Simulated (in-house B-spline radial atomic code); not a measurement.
Checks on a self-consistent run for Al III (Al2+), [He] 2s2 (2p1/2)1 (2p3/2)4 3s1 (5g9/2)1. Computed with a radial B-spline atomic code at the basis-set limit: Dirac-Hartree-Fock, average of the jj configuration, Fermi nucleus of rms radius 3.061 fm.

```tsv
orbital	q	ε (Eh)	<1/r>	<r²>	small-component weight
1s1/2	2	-60.80393	12.6516	0.019315	0.0021175
2s1/2	2	-6.65837	2.42751	0.42898	0.00030809
2p1/2	1	-5.16039	2.31855	0.396724	0.00028721
2p3/2	4	-5.06359	2.30166	0.403026	0.00028437
3s1/2	1	-1.45678	0.691279	4.29428	5.1922e-05
5g9/2	1	-0.18005	0.120111	91.5564	4.8014e-06
```

Electron-electron repulsion V_ee = 75.8634 hartree.

Q: What total energy follows from the eigenvalues?

A: The eigenvalues count the repulsion twice, so E = Σqε - V_ee = -161.976 - 75.863 = -237.840 hartree; the run printed -237.840.

Q: Does the Dirac virial theorem hold?

A: For a point nucleus E = -2c²Σq·w, with w the small-component weight. Here Σq·w = 0.0063326 and c = 137.0360, so the ratio E/(-2c²Σq·w) is 1.000001.

Q: What diamagnetic shielding (Lamb formula) and susceptibility (Langevin formula) do the radii give?

A: σ = (α²/3)Σq<1/r> = 42.4949/(3·137.036²) = 754.3 ppm, and χ = -0.79199×10⁻⁶·Σq<r²> = -78.21×10⁻⁶ cm³/mol with Σq<r²> = 98.756 bohr². Both are non-relativistic formulas without the paramagnetism of open shells.
